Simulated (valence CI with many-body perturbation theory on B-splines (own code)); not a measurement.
Hyperfine factors and g values of Mo XX

Computed by relativistic CI+MBPT: five valence electrons over a frozen Dirac-Fock core [Ar], a basis of 7 s, 7 p, 8 d, 6 f, 4 g, 1 h functions for each j, with the one-electron correlation potential Σ1 (screened to all orders), the two-electron term Σ2, the three-electron term Σ3, Breit, model QED; selected single and double excitations, second order for the rest, scaled by the run's own slope (own B-spline code, finite nucleus).

No measured levels were compared; by estimate terms of the open shell hold to 2 to 4 % of their energy, and close levels can change places. Only levels of the ground parity were solved; by the run's estimate the other parity begins above the list, which can be wrong where configurations are misplaced.

A/g_I is the dipole constant over the nuclear g factor μ/I (μ in nuclear magnetons, uniformly magnetised nucleus), B/Q the quadrupole constant per barn. Both hold the static response of the core; the bare values leave it out. Large factors of s and p1/2 electrons are usually good to 5 to 10 %; those of open d and f shells near neutrality can be off by tens of per cent, and small factors of p3/2, d and f electrons come from cancelling terms and can be off by a factor of two or in sign, in half-filled shells by more. B is blank for J = 1/2, where it vanishes, and for nearly pure S terms. Energies count from the lowest level.

Names give the largest LS component (configuration and term), which can be under half, so a name can repeat, a term be missing and a line seem to break the LS rules; names also repeat where a configuration has a term twice. Letters in brackets count levels of one name in rising energy.

```csv
Level,E (cm⁻¹),g,A/g_I (MHz),A/g_I bare,B/Q (MHz/b),B/Q bare
3d5 6S_5/2,0,1.971,-537,140,,
3d5 4G_5/2 [a],85537,0.997,5180,5220,5730,5870
3d5 4G_7/2,96808,1.033,5450,5510,3660,3760
3d5 4G_11/2,97984,1.249,5410,5610,-100,-100
3d5 4G_5/2 [b],100400,1.084,4380,4470,2820,2890
3d5 4G_9/2,100890,1.169,5150,5290,2710,2790
3d5 4P_3/2,101590,1.457,4530,4860,4770,4890
3d5 4P_1/2,109800,1.993,-2450,-1740,,
3d5 4D_7/2,120580,1.361,3400,3680,2230,2280
3d5 4D_5/2,129590,1.342,4670,4930,-1500,-1540
3d5 4D_1/2,132360,0.644,11500,11300,,
3d5 4D_3/2,135900,1.365,5300,5570,-2270,-2330
3d5 2I_11/2,140180,0.965,6480,6490,733,752
3d5 2I_13/2,148700,1.074,6330,6420,-24.5,-21.7
3d5 2F_7/2 [a],153300,1.129,6380,6500,-5770,-5920
3d5 2D_3/2 [a],154060,0.682,9520,9340,-723,-738
3d5 2F_5/2 [a],154420,1.099,4670,4770,1800,1850
3d5 2G_9/2 [a],156860,1.182,5080,5230,25.8,16.3
3d5 4F_5/2,170080,1.028,6130,6190,-5980,-6130
3d5 2H_9/2,176030,1.082,5920,6010,1420,1460
3d5 2F_7/2 [b],180470,1.139,5500,5630,-496,-510
3d5 4F_3/2,184070,0.611,9820,9590,-1190,-1220
3d5 2G_7/2 [a],187040,0.989,7220,7250,-4530,-4660
3d5 2F_5/2 [b],192490,0.957,5280,5290,3500,3600
3d5 2H_11/2,196400,1.065,6200,6270,-687,-701
3d5 2F_7/2 [c],203000,1.145,5990,6120,47.5,55.6
3d5 2G_9/2 [b],203040,1.083,5760,5850,-482,-499
3d5 2F_5/2 [c],211030,1.035,5810,5870,-2590,-2650
3d5 2S_1/2,212910,1.975,-1040,-363,,
3d5 2D_3/2 [b],237150,0.808,7550,7460,-2570,-2640
3d5 2D_5/2 [a],247240,1.155,5110,5250,-1620,-1670
3d5 2G_9/2 [c],264040,1.109,5670,5770,-3660,-3760
3d5 2G_7/2 [b],268580,0.901,7520,7490,4820,4950
3d5 2P_3/2,311450,1.263,5350,5550,-5530,-5680
3d5 2P_1/2,320270,0.713,650,519,,
3d5 2D_5/2 [b],345820,1.197,4430,4600,-2270,-2330
3d5 2D_3/2 [c],352450,0.861,9990,9930,7510,7710
```

Problem. Take the isotope of mass number 95, with I = 5/2, μ = -0.9132 μN and Q = -0.022 b. What is the hyperfine structure of 3d5 4P_3/2?

Solution. From the table A = -1650 MHz, B = -105 MHz. Shifts from the centre of gravity in MHz: F = 1: 8590, F = 2: 5370, F = 3: 470, F = 4: -6210.
